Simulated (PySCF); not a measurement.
Gas-phase reaction: GeI4 + 3 GeCl2 = 2 GeCl3 + 2 GeI2

Energies from PySCF (xtb for GFN2), thermal terms from the rigid-rotor harmonic-oscillator model, ideal gas at 1 bar. † marks an energy on the PBE0/def2-TZVP geometry and frequencies; other levels use their own. MP2 and CCSD(T) freeze the core. Open shells (unrestricted): GeCl3 (multiplicity 2); the rest are closed-shell singlets. GFN2 has no spin-polarisation term. B3LYP is the form with VWN-RPA correlation. I: scalar-relativistic def2 core potential, no spin-orbit coupling. Ge: all electrons, no relativistic terms. GeCl3: computed as isolated molecules; such fragments, hydroxides, amides, oligomers or adducts are transient or little studied in the gas. MP2 isn't extrapolated to the basis-set limit; its ΔH°(298 K) is 165.7 kJ in def2-SVP and 199.1 kJ in def2-TZVPP. CCSD(T) isn't extrapolated to the basis-set limit. The harmonic model lacks anharmonicity and excited electronic states, which grow with temperature; levels with a mode under 35 cm⁻¹ are left out. Soft modes under 120 cm⁻¹ make the harmonic entropy rough for GeI4, GeI2.

ΔH° and ΔS° at 298 K: B3LYP/def2-TZVP† 168 kJ, 25 J/K; BLYP/def2-TZVP† 162 kJ, 25 J/K; CCSD(T)/def2-SVP† 165 kJ, 25 J/K; GFN2-xTB 180 kJ, 35 J/K; MP2/def2-SVP† 166 kJ, 25 J/K.

With the heat capacities included, give log10 K (1 bar) at 500, 600, 1800, 2000, 2500 K from B3LYP/def2-TZVP†, BLYP/def2-TZVP†, CCSD(T)/def2-SVP†, GFN2-xTB, MP2/def2-SVP†.


```json
[
 {"T (K)": "500", "B3LYP/def2-TZVP†": "-16.2", "BLYP/def2-TZVP†": "-15.6", "CCSD(T)/def2-SVP†": "-16.0", "GFN2-xTB": "-17.0", "MP2/def2-SVP†": "-16.0"},
 {"T (K)": "600", "B3LYP/def2-TZVP†": "-13.3", "BLYP/def2-TZVP†": "-12.8", "CCSD(T)/def2-SVP†": "-13.1", "GFN2-xTB": "-13.8", "MP2/def2-SVP†": "-13.2"},
 {"T (K)": "1800", "B3LYP/def2-TZVP†": "-3.6", "BLYP/def2-TZVP†": "-3.4", "CCSD(T)/def2-SVP†": "-3.5", "GFN2-xTB": "-3.4", "MP2/def2-SVP†": "-3.6"},
 {"T (K)": "2000", "B3LYP/def2-TZVP†": "-3.1", "BLYP/def2-TZVP†": "-3.0", "CCSD(T)/def2-SVP†": "-3.0", "GFN2-xTB": "-2.8", "MP2/def2-SVP†": "-3.1"},
 {"T (K)": "2500", "B3LYP/def2-TZVP†": "-2.2", "BLYP/def2-TZVP†": "-2.1", "CCSD(T)/def2-SVP†": "-2.2", "GFN2-xTB": "-1.9", "MP2/def2-SVP†": "-2.2"}
]
```
